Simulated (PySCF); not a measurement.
HISe$_{2}$, singlet, geometry from GFN2-xTB (all electrons, no relativity); CASSCF(6,5)/STO-3G (PySCF).

Input for PySCF:
```python
from pyscf import gto, scf, mcscf
import numpy

mol = gto.Mole()
mol.atom = '''
    Se    0.184682    0.164200    1.081019
    I     0.229907   -1.504970   -0.802794
    Se   -0.486339    2.124908    0.161011
    H    -1.928692    1.933748    0.319023
'''
mol.basis = 'sto-3g'
mol.charge = 0
mol.spin = 0
mol.verbose = 4
mol.build()

mf = scf.RHF(mol)
mf.kernel()
mc = mcscf.CASSCF(mf, 5, 6)
mc.fix_spin_(ss=0.0)
mc.kernel()
occ = numpy.linalg.eigvalsh(mc.fcisolver.make_rdm1(mc.ci, mc.ncas, mc.nelecas))[::-1]
ss = mc.fcisolver.spin_square(mc.ci, mc.ncas, mc.nelecas)[0]
print('natural occupations', occ.round(4), ' <S^2>', round(ss, 4))
```

The log (banner, timings and long lists left out):

```
PySCF version 2.14.0

[INPUT] verbose = 4
[INPUT] num. atoms = 4
[INPUT] num. electrons = 122
[INPUT] charge = 0
[INPUT] spin (= nelec alpha-beta = 2S) = 0
[INPUT] symmetry False subgroup None
[INPUT] Mole.unit = angstrom
[INPUT] Symbol           X                Y                Z      unit          X                Y                Z       unit  Magmom
[...]
nuclear repulsion = 923.252835477956
number of shells = 28
number of NR pGTOs = 192
number of NR cGTOs = 64
basis = sto-3g
ecp = {}

******** <class 'pyscf.scf.hf.RHF'> ********
method = RHF
initial guess = minao
damping factor = 0
level_shift factor = 0
DIIS = <class 'pyscf.scf.diis.CDIIS'>
diis_start_cycle = 1
diis_space = 8
diis_damp = 0
SCF conv_tol = 1e-09
SCF conv_tol_grad = None
SCF max_cycles = 50
direct_scf = True
direct_scf_tol = 1e-13
Set gradient conv threshold to 3.16228e-05
Initial guess from minao.
init E= -11569.3698793929
[...]
cycle= 1 E= -11598.3697551069  delta_E=  -29  |g|= 0.322  |ddm|=    3
[...]
cycle= 2 E= -11598.4164737947  delta_E= -0.0467  |g|= 0.0424  |ddm|= 0.684
[...]
cycle= 3 E= -11598.4181446209  delta_E= -0.00167  |g|= 0.00867  |ddm|= 0.154
[...]
cycle= 4 E= -11598.4182472932  delta_E= -0.000103  |g|= 0.00181  |ddm|= 0.0454
[...]
cycle= 5 E= -11598.418252348  delta_E= -5.05e-06  |g|= 0.000463  |ddm|= 0.0105
[...]
cycle= 6 E= -11598.4182526697  delta_E= -3.22e-07  |g|= 0.000103  |ddm|= 0.00272
[...]
cycle= 7 E= -11598.4182526883  delta_E= -1.86e-08  |g|= 2.52e-05  |ddm|= 0.000697
[...]
cycle= 8 E= -11598.4182526895  delta_E= -1.19e-09  |g|= 5.19e-06  |ddm|= 0.000194
[...]
cycle= 9 E= -11598.4182526896  delta_E= -5.82e-11  |g|= 7.86e-07  |ddm|= 3.87e-05
[...]
Extra cycle  E= -11598.4182526896  delta_E= -1.09e-11  |g|= 3.31e-07  |ddm|= 2.79e-06
converged SCF energy = -11598.4182526896

******** <class 'pyscf.mcscf.mc1step.CASSCF'> ********
CAS (3e+3e, 5o), ncore = 58, nvir = 1
max_cycle_macro = 50
max_cycle_micro = 4
conv_tol = 1e-07
conv_tol_grad = None
orbital rotation max_stepsize = 0.02
orbital rotation threshold for CI restart = 0.01
augmented hessian ah_max_cycle = 30
augmented hessian ah_conv_tol = 1e-12
augmented hessian ah_linear dependence = 1e-14
augmented hessian ah_level shift = 1e-08
augmented hessian ah_start_tol = 2.5
augmented hessian ah_start_cycle = 3
augmented hessian ah_grad_trust_region = 3
kf_trust_region = 3
kf_interval = 4
ci_response_space = 4
ci_grad_trust_region = 3
with_dep4 0
natorb = False
canonicalization = True
sorting_mo_energy = False
[...]
CASCI E = -11598.4231993893  S^2 = 0.0000000
[...]
macro iter  12 ( 20 JK    4 micro), CASSCF E = -11598.4514496217  dE =  1.07545697e-04  S^2 = 0.0000000
               |grad[o]|=0.0013  |grad[c]|=0.00676  |ddm|=0.00189  |maxRot[o]|=0.0527
macro iter  13 ( 21 JK    4 micro), CASSCF E = -11598.4515177618  dE = -6.81401034e-05  S^2 = 0.0000000
               |grad[o]|=0.00151  |grad[c]|=0.00134  |ddm|=0.00176  |maxRot[o]|=0.0432
macro iter  14 (  7 JK    2 micro), CASSCF E = -11598.4515750431  dE = -5.72812678e-05  S^2 = 0.0000000
               |grad[o]|=0.000721  |grad[c]|=0.00173  |ddm|=0.000731  |maxRot[o]|=0.0383
macro iter  15 (  5 JK    2 micro), CASSCF E = -11598.4515894579  dE = -1.44148416e-05  S^2 = 0.0000000
               |grad[o]|=0.000359  |grad[c]|=0.000528  |ddm|=0.000514  |maxRot[o]|=0.0222
macro iter  16 ( 10 JK    3 micro), CASSCF E = -11598.4515468590  dE =  4.25988765e-05  S^2 = 0.0000000
               |grad[o]|=0.000191  |grad[c]|=0.002  |ddm|=0.00113  |maxRot[o]|=0.0406
macro iter  17 ( 21 JK    4 micro), CASSCF E = -11598.4515507099  dE = -3.85087333e-06  S^2 = 0.0000000
               |grad[o]|=0.000587  |grad[c]|=0.000995  |ddm|=0.000285  |maxRot[o]|=0.0313
macro iter  18 (  6 JK    2 micro), CASSCF E = -11598.4515821792  dE = -3.14693225e-05  S^2 = 0.0000000
               |grad[o]|=0.000549  |grad[c]|=0.000484  |ddm|=0.00105  |maxRot[o]|=0.0254
macro iter  19 (  5 JK    2 micro), CASSCF E = -11598.4515908437  dE = -8.66450137e-06  S^2 = 0.0000000
               |grad[o]|=0.000227  |grad[c]|=0.000274  |ddm|=0.00113  |maxRot[o]|=0.0167
macro iter  20 (  5 JK    1 micro), CASSCF E = -11598.4515928276  dE = -1.98392263e-06  S^2 = 0.0000000
               |grad[o]|=0.000161  |grad[c]|=0.000795  |ddm|=0.000746  |maxRot[o]|=0.0091
macro iter  21 (  9 JK    2 micro), CASSCF E = -11598.4515935307  dE = -7.03086698e-07  S^2 = 0.0000000
               |grad[o]|=0.000136  |grad[c]|=0.000508  |ddm|=0.000965  |maxRot[o]|=0.0123
macro iter  22 (  4 JK    1 micro), CASSCF E = -11598.4515936104  dE = -7.97099347e-08  S^2 = 0.0000000
               |grad[o]|=8.09e-05  |grad[c]|=6.48e-05  |ddm|=7.22e-05  |maxRot[o]|=0.00206
1-step CASSCF converged in  22 macro (283 JK  64 micro) steps
CASSCF canonicalization
Density matrix diagonal elements [1.9776573  1.952705   1.98264262 0.04938031 0.03761477]
CASSCF energy = -11598.4515936104
CASCI E = -11598.4515936104  E(CI) = -6.86832591266466  S^2 = 0.0000000
natural occupations [1.9941 1.9668 1.9526 0.0499 0.0365]  <S^2> 0.0
```
